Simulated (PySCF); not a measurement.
C3H10Si3, SMILES C1(=C)[SiH2][SiH2][C@H]1[SiH3].

The structure is a stationary point at B3LYP-D3(BJ)/def2-SVP. The structure was generated by enumeration; whether it is a known compound was not checked.

Calculation: CAM-B3LYP/def2-TZVP in PySCF.

Gas-phase values at a fixed geometry.

| Item | Result |
|---|---|
| total energy | -988.77165 hartree |
| highest occupied level | -8.45 eV |
| lowest empty level | 0.22 eV |
| orbital gap | 8.66 eV |
| dipole moment | 0.123 e·Å |
| quadrupole, principal values (traceless, Buckingham form, about the centre of nuclear charge) | -3.60, 0.72, 2.89 D·Å |
